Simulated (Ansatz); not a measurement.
Reading a saddle point

A first-order saddle point of InH$_{2}$ClO$_{2}$, singlet, PBE0-D4/def2-TZVP, with one imaginary mode of 809i cm⁻¹:

```xyz
6
angstrom
In -0.7700 0.5814 0.4947
O 1.0258 -0.5396 -0.2499
O -1.2664 -1.1767 0.0246
H 0.0886 -1.1645 -0.3015
Cl -0.5421 2.7443 1.1316
H 1.4642 -0.4449 -1.0994
```

Computed with Ansatz 0.2.0 (basis: def2-TZVPP and def2-QZVPP); correlated methods freeze the cores. Filled d shells of the heavier atoms are correlated. Core potentials replace the inner electrons of the atoms past krypton. The def2 sets are not built for correlating such inner shells, so the correlated values are less sure here. Extrapolation: Hartree–Fock as exp(−7.88 √X), correlation as X^−2.97.

Question: Which contacts change along the imaginary mode, and what lies on either side? (Judge from chemistry; the calculation decides.)

Answer: Computed: The step is InH₂ClO₂ ([OH][In]([OH])[Cl]) → InClO + H₂O (still joined by a long In–O bond), with the molecules in contact on both sides. Shortening one way: O2–H4; lengthening the same way: In1–O2, O3–H4.
```json
{"pair": "O2–H4", "one side (Å)": "3.39", "saddle (Å)": "1.13", "other side (Å)": "0.99"}
{"pair": "In1–O2", "one side (Å)": "1.97", "saddle (Å)": "2.24", "other side (Å)": "2.42"}
{"pair": "O3–H4", "one side (Å)": "0.96", "saddle (Å)": "1.39", "other side (Å)": "1.91"}
```

Question: Which side is lower, and how far does the saddle lie above each? (Judge from chemistry; the value comes from the calculation.)

Answer: Computed: The side with In1–O2, O3–H4 short is lower by 39.51 kcal/mol; the saddle lies 42.87 kcal/mol above it and 3.36 kcal/mol above the other (CCSD(T) at an estimated basis limit (MP2 extrapolated from triple and quadruple zeta, plus CCSD(T) − MP2 in triple zeta); electronic energies).

T1 diagnostic: at most 0.023. The restricted Hartree–Fock reference is unstable towards an unrestricted one at one or more of these structures.

Labels in which every atom is bracketed show which atoms are joined, not bond orders.

For scale, one of the runs: CCSD(T)/def2-TZVPP, 182 basis functions, launched by `ansatz run in.yaml --threads 4 --pin off --events-out ev --progress --plain --max-ram 9574MiB`. Time: 60 s of wall clock on 4 CPU threads of an Arm Neoverse V1; the host was shared. Peak host memory: 2 GiB.
